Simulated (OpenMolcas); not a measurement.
P²⁺: the spin-orbit constant, worked from levels

```yaml
Program: OpenMolcas 26.06
Basis: ANO-RCC-VQZP [6s5p3d2f1g]
Scalar_Hamiltonian: DKH2, point nucleus
Active_space: 3 electrons in 8 orbitals (3s 3p 4s 4p)
State_averaging: 2S+1 = 4 odd, 1 root; 2S+1 = 2 odd, 11 roots; 2S+1 = 4 even, 3 roots; 2S+1 = 2 even, 9 roots
Spin-orbit_coupling: state interaction with AMFI integrals over the reference wave functions, term energies averaged over their components
```

Methods: CASSCF; MS-CASPT2, IPEA 0.25 Eh, imaginary shift 0.1 Eh (closed shells correlated: 2s 2p). Measured levels: Martin, Zalubas and Musgrove, J. Phys. Chem. Ref. Data 14, 751 (1985).

**The spin-orbit constant.** For the Hund term 2P* of p1, E(J) = (A/2) J(J+1) + constant and ζ = 2S·A = A. From J = 1/2 to J = 3/2 the energy changes by 1.5 A.

| Source | E(3/2) - E(1/2) | A | ζ |
| --- | --- | --- | --- |
| CASSCF | 483.8 | 322.5 | 323 |
| MS-CASPT2 | 489.5 | 326.3 | 326 |
| measured | 559.1 | 372.7 | 373 |

All in cm-1. MS-CASPT2 is off by -12.4 % and CASSCF by -13.5 %. Both methods take the spin-orbit matrix elements from the reference wave functions, so the second can move ζ only through the term energies and any multistate remixing.

Over all roots computed the reference weight is 0.86 to 0.99 in MS-CASPT2; the roots of lowest weight are the least certain, and an intruder state may touch them. The run also gave levels led by 3s2 4p, which use shells meant for correlation; these and all levels above them are left out. Computed and measured levels are paired by configuration, term and J; levels that our copy of the source lacks, or whose pairing is in doubt (as where it misses far off the trend of its configuration), stay unpaired and out of the deviations. Only configurations of the active space appear.

* marks odd parity.
